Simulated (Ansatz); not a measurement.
Ideal-gas functions of ClFH₂O₃W, SMILES `[O]=[W]([OH])([OH])([F])[Cl]` at 500 K and 1 bar, from an Ansatz frequency run at PBE0-D4/def2-TZVP.

Molar mass 288.3 g/mol, point group C1 (symmetry number 1), electronic degeneracy 1, moments of inertia 194.244, 290.005, 350.033 u Å². Harmonic wavenumbers (cm⁻¹, unscaled): 71, 166, 197, 209, 230, 274, 327, 338, 391, 414, 463, 620, 686, 753, 780, 1076, 3868, 3911.

Use S(trans) = R[1.5 ln M + 2.5 ln T − 1.1517]; rotational temperatures θ = 24.2544 K / I; S(rot) = R[ln(√π/σ · √(T³/θAθBθC)) + 1.5]; for each mode x = 1.438777 ν̃/T, S = R[x/(eˣ − 1) − ln(1 − e⁻ˣ)] and H = RT x/(eˣ − 1); 1 cm⁻¹ = 0.0119627 kJ/mol; R = 8.31446 J/(mol·K).

**Question.** By hand: the entropy, in J/(mol·K).

**Answer.** Translation 190.2. Rotation: θ = 0.1249, 0.0836, 0.0693 K, giving 124.8. Vibration, mode by mode: 21.53, 14.54, 13.14, 12.67, 11.90, 10.50, 9.12, 8.87, 7.76, 7.33, 6.52, 4.52, 3.89, 3.34, 3.14, 1.60, 0.00, 0.00, in all 140.4. Electronic 0.0. Sum 455.4 J/(mol·K).

**Question.** By hand: H − E and G − E in kJ/mol, counted from the electronic energy.

**Answer.** Zero-point energy ½ × 14774 × 0.0119627 = 88.4; thermal vibration 35.8; translation, rotation and pV give 4 RT = 16.6. H − E = 140.8 kJ/mol, and G − E = 140.8 − 500 × 455.4/1000 = -86.9 kJ/mol.

Vibration gives 31 % of the entropy, 21.5 J/(mol·K) of it from the mode under 150 cm⁻¹: soft modes count most, and the harmonic formula is weakest for them. The sum counts one conformer and one mirror image; others add a mixing term.
